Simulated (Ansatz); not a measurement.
GeHCl₃, SMILES [Cl][GeH]([Cl])[Cl].

Coordinates come from a r2SCAN-D4/def2-SVP optimisation. The isomer is the one that the SMILES or the coordinates give; other isomers of the formula were not compared.

Two levels are set side by side: PBE/def2-SVPD (Ansatz, a first-principles code) and PBE0/def2-SVPD (Ansatz). Energy differences of separate SCF runs at the same geometry; the states with an electron removed or added have multiplicity 2 and 2. Differences are taken from unrounded values.

```tsv
quantity	PBE0	PBE	PBE minus PBE0
vertical ionisation energy (eV)	11.52	10.94	-0.58
vertical singlet–triplet gap (eV)	6.07	5.38	-0.69
```
